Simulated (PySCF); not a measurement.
Sn (SMILES [Sn]), triplet (core potentials on Sn); B3LYP/def2-SV(P) in PySCF.

Here is a job for PySCF.
```python
from pyscf import gto, scf, dft

mol = gto.Mole()
mol.atom = '''
    Sn    0.00000000    0.00000000    0.00000000
'''
mol.basis = 'def2-sv(p)'
mol.ecp = {'Sn': 'def2-sv(p)'}
mol.spin = 2
mol.verbose = 4
mol.build()

mf = dft.UKS(mol)
mf.xc = 'b3lyp'
mf.kernel()
```

**Question.** Write the output that PySCF gives for this input, abridged.

**Answer.** 
```
PySCF version 2.14.0

[INPUT] verbose = 4
[INPUT] num. atoms = 1
[INPUT] num. electrons = 22
[INPUT] charge = 0
[INPUT] spin (= nelec alpha-beta = 2S) = 2
[INPUT] symmetry False subgroup None
[INPUT] Mole.unit = angstrom
[INPUT] Symbol           X                Y                Z      unit          X                Y                Z       unit  Magmom
[INPUT]  1 Sn     0.000000000000   0.000000000000   0.000000000000 AA    0.000000000000   0.000000000000   0.000000000000 Bohr   0.0

nuclear repulsion = 0
number of shells = 10
number of NR pGTOs = 61
number of NR cGTOs = 26
basis = def2-sv(p)
ecp = {'Sn': 'def2-sv(p)'}

******** <class 'pyscf.dft.uks.UKS'> ********
method = UKS
initial guess = minao
damping factor = 0
level_shift factor = 0
DIIS = <class 'pyscf.scf.diis.CDIIS'>
diis_start_cycle = 1
diis_space = 8
diis_damp = 0
SCF conv_tol = 1e-09
SCF conv_tol_grad = None
SCF max_cycles = 50
direct_scf = True
direct_scf_tol = 1e-13
number electrons alpha = 12  beta = 10
XC library pyscf.dft.libxc version 7.1.2
    S. Lehtola, C. Steigemann, M. J. T. Oliveira, and M. A. L. Marques,  SoftwareX 7, 1–5 (2018)
XC functionals = b3lyp
    P. J. Stephens, F. J. Devlin, C. F. Chabalowski, and M. J. Frisch,  J. Phys. Chem. 98, 11623 (1994)
radial grids:
    Treutler-Ahlrichs [JCP 102, 346 (1995); DOI:10.1063/1.469408] (M4) radial grids

becke partition: Becke, JCP 88, 2547 (1988); DOI:10.1063/1.454033
pruning grids: <function nwchem_prune>
grids dens level: 3
symmetrized grids: False
atomic radii adjust function: <function treutler_atomic_radii_adjust>
small_rho_cutoff = 0
Set gradient conv threshold to 3.16228e-05
tot grids = 21960
init E= -191.849626668668

cycle= 1 E= -213.738449600071  delta_E= -21.9  |g|= 1.32  |ddm|= 4.64
cycle= 2 E= -214.058105060138  delta_E= -0.32  |g|= 0.908  |ddm|= 3.46
cycle= 3 E= -214.320681114484  delta_E= -0.263  |g|= 0.0596  |ddm|= 1.16
cycle= 4 E= -214.322341536753  delta_E= -0.00166  |g|= 0.00385  |ddm|= 0.133
cycle= 5 E= -214.322352379761  delta_E= -1.08e-05  |g|= 0.000421  |ddm|= 0.015
cycle= 6 E= -214.322352513808  delta_E= -1.34e-07  |g|= 1.86e-05  |ddm|= 0.00148
cycle= 7 E= -214.322352514086  delta_E= -2.78e-10  |g|= 5.54e-07  |ddm|= 8.95e-05
Extra cycle  E= -214.322352514086  delta_E= -3.98e-13  |g|= 2.9e-07  |ddm|= 2.22e-06
converged SCF energy = -214.322352514086  <S^2> = 2.0017927  2S+1 = 3.0011949
```
